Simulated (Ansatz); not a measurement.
Mulliken charges of C2HCl2Si (`[C]#C[SiH](Cl)Cl`) radical from r2SCAN/def2-TZVPP in Ansatz (PBE0-D4/def2-TZVP geometry).

| atom | x (Å) | y (Å) | z (Å) | charge (e) |
| --- | --- | --- | --- | --- |
| C1 | 1.596 | -1.792 | 0.821 | 0.018 |
| C2 | 0.833 | -0.931 | 0.443 | -0.228 |
| Si3 | -0.310 | 0.380 | -0.069 | 0.678 |
| Cl4 | -1.996 | -0.472 | -0.821 | -0.207 |
| Cl5 | 0.587 | 1.518 | -1.494 | -0.207 |
| H6 | -0.669 | 1.233 | 1.075 | -0.054 |

Problem. By hand: the dipole of these point charges (1 e Å = 4.8032 D).

Solution. Σ q r = (-0.044, 0.155, 0.288) e Å, of length 0.330 e Å = 1.59 D.

Problem. How does the dipole of the full density compare? (An estimate is asked.)

Solution. The calculation gave: (0.046, -0.003, 0.170) e Å, 0.85 D; the point charges give 1.87 times that, at 37° from its direction.

Point charges leave out the atoms' own dipoles, such as those of lone pairs, and Mulliken's split depends on the basis, so the two needn't agree.
